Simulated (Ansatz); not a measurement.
C$_{6}$H$_{15}$B, triplet, geometry from GFN2-xTB (a higher spin typed on purpose: for a closed-shell molecule this is an excited state); MP2/6-31G* (Ansatz, an electronic-structure program).

The Ansatz input:
Ansatz 0.2 input:
```yaml
crystal:
  periodic: [false, false, false]
  atoms:
    - {symbol: B, position_ang: [-0.18185573, -0.50090013, 0.05313566]}
    - {symbol: C, position_ang: [1.15514182, 0.27594748, -0.66198135]}
    - {symbol: C, position_ang: [1.27981259, -0.18155208, -2.09572941]}
    - {symbol: H, position_ang: [2.04049321, 0.00469719, -0.09338221]}
    - {symbol: H, position_ang: [1.00563589, 1.35375638, -0.60399935]}
    - {symbol: H, position_ang: [0.42865686, 0.13615344, -2.69054570]}
    - {symbol: H, position_ang: [1.36553717, -1.26370242, -2.15863874]}
    - {symbol: H, position_ang: [2.18236985, 0.25625388, -2.53006721]}
    - {symbol: C, position_ang: [-1.56966173, -0.07850327, -0.63686931]}
    - {symbol: C, position_ang: [-1.89922682, 1.42313200, -0.63132452]}
    - {symbol: H, position_ang: [-2.35988854, -0.59158711, -0.07494834]}
    - {symbol: H, position_ang: [-1.67123222, -0.43747898, -1.66477550]}
    - {symbol: H, position_ang: [-1.20685422, 1.97137635, -1.26749861]}
    - {symbol: H, position_ang: [-1.83139132, 1.82801820, 0.37658533]}
    - {symbol: H, position_ang: [-2.90759459, 1.60398627, -1.00522160]}
    - {symbol: C, position_ang: [0.09254780, -0.15523243, 1.64598135]}
    - {symbol: C, position_ang: [1.03125987, -1.10651205, 2.36567935]}
    - {symbol: H, position_ang: [-0.91589679, -0.25814472, 2.05385197]}
    - {symbol: H, position_ang: [0.42308362, 0.87318884, 1.81898999]}
    - {symbol: H, position_ang: [2.04719751, -1.01675368, 1.98506220]}
    - {symbol: H, position_ang: [0.70890391, -2.13767891, 2.24088217]}
    - {symbol: H, position_ang: [1.06101737, -0.88126212, 3.43349057]}
basis:
  gaussian:
    orbitals: 6-31G*
magnetization: {spin_polarized: true, initial_magnetization: 2}
correlation: {method: mp2}
```

What the program printed (banner, timings and long lists left out):

```
Functional definition: HF
1485 factors; integrals over basis functions are off by at most 7.1e-4 eV
mean field evaluation 1: about -7082.7344 eV, gradient 2.6e1 eV
mean field evaluation 2: about -7082.8403 eV, gradient 2.6e1 eV
mean field evaluation 4: about -7087.6041 eV, gradient 3.4e0 eV
mean field evaluation 8: about -7087.7509 eV, gradient 3.1e-1 eV
mean field evaluation 16: about -7087.7601 eV, gradient 3.9e-6 eV
mean field -7087.76011347 eV, -260.4703799138 hartree, gradient 3.9e-6 eV, S^2 2.012340; 0 other end points of the search recorded, 0 dependent functions left out
7 core orbitals not correlated
reference -7087.76011347 eV, -260.4703799138 hartree; 22, 20 occupied and 106, 108 virtual orbitals, 1485 factors
second order -23.22611936 eV of doubles, -0.00000000 eV of singles
Total energy: -7110.98623284 eV, -261.3239240572 hartree
```
